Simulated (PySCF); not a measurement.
C2Ni, SMILES [C]1[Ni][C]1 (connectivity only; charge and spin as stated), neutral, multiplicity 3.

Geometry optimised at PBE0-D3(BJ)/def2-TZVP. The spin state was assumed, not searched.

The numbers are results of TDA-PBE/def2-TZVPD in PySCF, not measurements.

Vertical excitations. 

Question: Give excitation energies, oscillator strengths and character. (The exact figures need the calculation; the answer reports its results.)

Answer: 
| state | energy (eV) | λ (nm) | f | main pairs |
|---|---|---|---|---|
| root 1 | 0.74 | 1683 | 0.000 | β HOMO→LUMO 98 % |
| root 2 | 0.89 | 1395 | 0.000 | β HOMO−2→LUMO 82 %, β HOMO−1→LUMO+1 18 % |
| root 3 | 0.97 | 1275 | 0.000 | β HOMO−1→LUMO 99 % |
| root 4 | 1.36 | 913 | 0.006 | β HOMO−2→LUMO+1 97 % |
| root 5 | 1.36 | 911 | 0.001 | β HOMO→LUMO+1 94 % |
| root 6 | 1.46 | 849 | 0.000 | β HOMO−1→LUMO+1 82 %, β HOMO−2→LUMO 18 % |
| root 7 | 1.54 | 807 | 0.002 | β HOMO−3→LUMO 97 % |
| root 8 | 2.10 | 591 | 0.000 | α HOMO→LUMO 13 %, β HOMO−3→LUMO+1 59 %, β HOMO−4→LUMO 23 % |
| root 9 | 2.38 | 521 | 0.000 | α HOMO→LUMO 85 %, β HOMO−4→LUMO 9 %, β HOMO−3→LUMO+1 6 % |
| root 10 | 2.55 | 486 | 0.001 | α HOMO−2→LUMO 14 %, β HOMO→LUMO+2 85 % |
Unrestricted roots are not spin-pure.
